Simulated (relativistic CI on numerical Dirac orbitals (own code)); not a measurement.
**Hyperfine structure of Te²⁶⁺, mass number 125**

Calculated at this level of theory: Dirac-Coulomb-Breit CI, separate exchange-only KLI orbitals for each configuration, model QED, unscaled Slater integrals (own radial code, finite nucleus).

CI space (outside the closed core [Ne]): 3s2 3p6 3d8, 3s2 3p5 3d9, 3s2 3p4 3d10, 3s 3p6 3d9, 3p6 3d10, 3s 3p5 3d10, 3s2 3p6 3d7 4s, 3s2 3p6 3d7 4p, 3s2 3p6 3d7 4d, 3s2 3p4 3d9 4s, 3s2 3p6 3d7 4f, 3s2 3p5 3d8 4s, 3s2 3p4 3d9 4p, 3s2 3p6 3d6 4s2, 3s2 3p5 3d8 4p, 3s2 3p4 3d9 4d. Levels of other configurations are missing.

Nuclear spin I = 1/2, μ = -0.887 μN (tables of Stone and Pyykkö). The electronic factors are computed for point nuclear moments, without core polarisation or the Bohr-Weisskopf and QED corrections.

```
            Level  E (cm⁻¹)  A (MHz)
 3s2 3p6 3d8 3F_4         0   -17760
 3s2 3p6 3d8 1D_2     44363   -19580
 3s2 3p6 3d8 3F_3     82639   -25350
 3s2 3p6 3d8 3P_2    124655   -22380
 3s2 3p6 3d8 3P_1    151954     1552
 3s2 3p6 3d8 1G_4    165262   -27630
3s2 3p5 3d9 3F°_4   1843141   -43910
3s2 3p5 3d9 1D°_2   1883897   -30650
```

Levels with J = 0, under 50 % of one LS term, or S terms without an open s electron are left out. Small factors come from cancelling terms and can be off by tens of per cent or more.

At this charge energies of transitions that change n are usually good to better than 1 %, and those within a shell (Δn = 0) to a few per cent. Terms inside the open d or f shell come out 10 to 20 % too wide with unscaled integrals.

**Question.** Give the hyperfine levels of 3s2 3p6 3d8 3F_4 relative to its centre of gravity.

**Answer.** With K = F(F + 1) − I(I + 1) − J(J + 1), E = AK/2: F = 7/2: 44390, F = 9/2: -35510 MHz.

LS names give the leading component of a level, which can be under half, so a name can repeat, a term be missing and a line seem to break the LS rules.
